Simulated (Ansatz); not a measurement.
## Relaxing a trial structure of AlH6Si2Sn+

The starting geometry of this gas-phase singlet was optimised with GFN2-xTB.

```yaml
atoms:
  - { symbol: Al, position_ang: [0.5880, -1.2951, 0.2958] }
  - { symbol: Si, position_ang: [-1.8502, -1.4951, 0.8271] }
  - { symbol: Si, position_ang: [2.9302, -1.7241, 0.7136] }
  - { symbol: Sn, position_ang: [-2.0233, -0.5395, -1.6814] }
  - { symbol: H, position_ang: [-2.6559, -2.7280, 1.1591] }
  - { symbol: H, position_ang: [-0.5532, -2.2636, -1.0931] }
  - { symbol: H, position_ang: [-0.0181, 0.1146, -0.6024] }
  - { symbol: H, position_ang: [3.4639, -2.7610, -0.2019] }
  - { symbol: H, position_ang: [3.7207, -0.4814, 0.5301] }
  - { symbol: H, position_ang: [3.1028, -2.1950, 2.1101] }
```

Predict what becomes of its bonds when it is optimised with B3LYP-D3(BJ)/def2-SVP.

A new bond forms, giving a structure with H6 bridging Si2 and Al1, H7 bridging Al1 and Sn4, given below by its coordinates. Distances that change by over a tenth: Sn4–H7 (2.37 → 2.03 Å). Contacts that close: Si2–H6 (2.44 → 1.56 Å).

The energy falls by 1.13 eV over 34 steps:

```tsv
step	E − E(last) (eV)
1	1.130
5	0.086
8	0.033
12	0.020
16	0.014
19	0.001
23	0.000
27	0.000
30	0.000
34	0.000
```

Final geometry (Å):

| atom | x (Å) | y (Å) | z (Å) |
| --- | --- | --- | --- |
| Al | 0.5167 | -1.1921 | 0.1953 |
| Si | -1.8323 | -1.8641 | 0.1781 |
| Si | 2.8718 | -1.6445 | 0.7213 |
| Sn | -1.7297 | 0.3078 | -1.2095 |
| H | -2.5137 | -2.5792 | 1.2848 |
| H | -0.5907 | -2.7419 | -0.1869 |
| H | 0.1275 | -0.4953 | -1.3511 |
| H | 3.3880 | -2.5250 | -0.3609 |
| H | 3.5582 | -0.3250 | 0.7360 |
| H | 2.9092 | -2.3089 | 2.0501 |

Frequencies at the end are all real (lowest 41 cm⁻¹). Atoms past krypton carry core potentials, without spin–orbit terms. Run with Ansatz 0.2.0, 84 s on 2 threads of Intel(R) Xeon(R) 6975P-C (Granite Rapids), with other jobs on the host.
